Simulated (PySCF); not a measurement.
C3H11PSi2.
SMILES with atom numbers: `[CH3:1][Si@H:2]1[CH2:3][Si@@H:4]([PH2:5])[CH2:6]1`

Cartesian coordinates in Å at the PBE0-D3(BJ)/def2-SVP level; atoms count from 1:
```
atom  x, y, z in Å
C1    -2.0199    1.1448    0.2497
Si2   -1.2658   -0.5345   -0.1003
C3     0.1976   -0.4457   -1.3238
Si4    1.3451   -0.5977    0.1848
P5     2.0206    1.4711    0.8132
C6    -0.1042   -1.1262    1.2961
H7    -2.5284    1.5419   -0.6428
H8    -1.2324    1.8572    0.5425
H9    -2.7557    1.0879    1.0670
H10   -2.3244   -1.5259   -0.4781
H11    0.2506   -1.3366   -1.9711
H12    0.2889    0.4499   -1.9555
H13    2.4765   -1.5719    0.0567
H14    2.8234    1.0019    1.8986
H15    3.1160    1.5275   -0.1029
H16   -0.1986   -0.6441    2.2803
H17   -0.1384   -2.2189    1.4382
```

NICS = −σ at a ghost point: NICS(0) at the centroid of the ring atoms, NICS(1) 1 Å to either side along the normal of their mean plane, zz for the tensor component along that normal. Level: GIAO B3LYP/pcSseg-1 (PySCF, non-relativistic, gas phase) on the PBE0-D3(BJ)/def2-SVP geometry, one conformer.

Ring bond lengths (Å): Si2–C3 1.910, C3–Si4 1.901, Si4–C6 1.901, C6–Si2 1.910.

Question: What do the NICS probes read (ppm)?

Answer: 
```tsv
ring	type	NICS(0)	NICS(1), two faces	NICS(1)zz, two faces	rms pucker (Å)	centre to ring atoms, mean (Å)
Si2–C3–Si4–C6	4-membered ring with 2 Si; formal bonds all single	-2.2	-1.5 / -1.6	3.2 / 2.3	0.11	1.34
```

Question: What can be read from them?

Answer: 
- Si2–C3–Si4–C6: mean NICS(1)zz 2.8 ppm, near zero. Si2, C3, Si4, C6 have four or more neighbours, so the value isn't read as a sign of a π ring current.

Question: What are the shieldings of the ring atoms and their hydrogens in the same run (means over atoms taken as equivalent)?

Answer: 
```
   atoms                  environment  σ isotropic (ppm)
     Si2                  SiH silicon              341.2
 C3 (×2)  sp3 carbon bound to silicon              179.5
     Si4                  SiH silicon              342.7
     H10                Si–H hydrogen              26.29
H11 (×2)           methylene hydrogen              30.74
H12 (×2)           methylene hydrogen              31.34
     H13                Si–H hydrogen              25.69
```

Question: How do the values depend on the level or the medium?

Answer: 
```
              level  NICS(0), Si2–C3–Si4–C6  mean NICS(1)zz, Si2–C3–Si4–C6
B3LYP/pcSseg-1, gas                    -2.2                            2.8
 PBE0/pcSseg-1, gas                    -2.5                            2.8
```

The geometry is the same throughout.
